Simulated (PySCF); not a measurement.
# Stretching IO⁺

Set-up: I aug-cc-pVDZ-PP with ECP28, O aug-cc-pVDZ; scalar-relativistic core potentials (PySCF 2.14). Energies in eV from I⁺ + O in their ground configurations at the same level. State: ³Σ⁻ (triplet), unpaired electrons π ↑↑.

```json
{"R (Å)": "1.581", "PBE": "-1.949", "M06": "-1.571"}
{"R (Å)": "1.654", "PBE": "-3.056", "M06": "-2.570"}
{"R (Å)": "1.728", "PBE": "-3.687", "M06": "-3.094"}
{"R (Å)": "1.783", "PBE": "-3.935", "M06": "-3.265"}
{"R (Å)": "1.838", "PBE": "-4.040", "M06": "-3.296"}
{"R (Å)": "1.893", "PBE": "-4.037", "M06": "-3.225"}
{"R (Å)": "1.967", "PBE": "-3.912", "M06": "-3.018"}
{"R (Å)": "2.059", "PBE": "-3.626", "M06": "-2.646"}
{"R (Å)": "2.169", "PBE": "-3.180", "M06": "-2.128"}
{"R (Å)": "2.316", "PBE": "-2.525", "M06": "-1.443"}
```

**Question.** Put a parabola through the three lowest points of the PBE curve and estimate Re, k and ωe (reduced mass 14.2 u; 1 eV/Å² = 0.16022 mdyn/Å; ωe = 1302.8·√(k/μ) cm⁻¹).

**Answer.** Through R = 1.783, 1.838, 1.893 Å the second-order coefficient is 17.9 eV/Å², so Re ≈ 1.864 Å, k ≈ 5.72 mdyn/Å and ωe ≈ 827 cm⁻¹. A polynomial fit of higher order to the unrounded PBE energies gives Re = 1.863 Å, k = 4.95 mdyn/Å, ωe = 769 cm⁻¹; anharmonicity and rounding make the difference.

The higher-order fit for each curve: PBE: Re = 1.863 Å, ωe = 769 cm⁻¹, De = 4.05 eV; M06: Re = 1.825 Å, ωe = 832 cm⁻¹, De = 3.30 eV.

⟨S²⟩ of the unrestricted solution departs from its pure value on part of the curve, where spin states mix. These are scalar-relativistic numbers at best; spin–orbit coupling would shift them, the dissociation energy most. For an ion De counts to the pair picked by the measured ionisation energies or electron affinities, which need not be the lowest pair at this level. The state was picked by a PBE0 search and need not be the measured ground state.
